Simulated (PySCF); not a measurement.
A GIAO shielding run with PySCF (density fitting, non-relativistic, gas phase) on (2-Hydroxy-2-methylpropyl)methylphenylphosphine sulfide (SMILES CC(C)(O)C[P@@](C)(=S)c1ccccc1):

```
$ OMP_NUM_THREADS=1 python probes_run.py task.json out

{"job": {"kind": "nmr", "xc": "HF", "basis": "pcSseg-1", "pop": false}, "charge": 0, "multiplicity": 1}
C     -3.646343    -0.306574     1.397529
C     -2.693263    -0.043026     0.238900
C     -2.212296     1.408193     0.265173
O     -3.426583    -0.301823    -0.929843
C     -1.516813    -1.041643     0.346849
P     -0.142272    -0.831571    -0.844918
C      0.789335    -2.389238    -0.715405
S     -0.704581    -0.427264    -2.688546
C      0.985483     0.420476    -0.135930
C      1.412982     1.481916    -0.935705
C      2.283800     2.438647    -0.417517
C      2.730012     2.339174     0.898993
C      2.308044     1.277486     1.700213
C      1.439543     0.318828     1.184810
H     -3.965509    -1.359284     1.399508
H     -4.542605     0.318440     1.273610
H     -3.180063    -0.070707     2.365596
H     -1.602779     1.627518     1.155439
H     -1.612246     1.632201    -0.629406
H     -3.085012     2.077213     0.259101
H     -2.814301    -0.228063    -1.683754
H     -1.077725    -1.030121     1.358151
H     -1.919589    -2.050986     0.165088
H      1.692820    -2.297103    -1.333736
H      1.071022    -2.605811     0.325619
H      0.163840    -3.200230    -1.114179
H      1.044031     1.542729    -1.964027
H      2.613341     3.268632    -1.046823
H      3.410009     3.091705     1.305141
H      2.657208     1.196166     2.732226
H      1.118411    -0.508540     1.824155
```

Hardware: 1 thread of an Arm Neoverse V1, shared host. The job also computes ring-centre shieldings.

(1) How large is the calculation?

(2) How long does it take, and how much memory does it need?

(3) And these other runs on the same molecule and hardware: GIAO shielding at PBE0/pcSseg-1?

Results:

(1) 122 electrons, 337 basis functions and 1786 auxiliary functions.

(2) 98 s of wall time, with 13 SCF cycles and 7 response iterations; peak memory 2 GiB. Times on a shared host scatter by some tens of per cent.

(3) PBE0/pcSseg-1: 337 functions, 2.8 min.
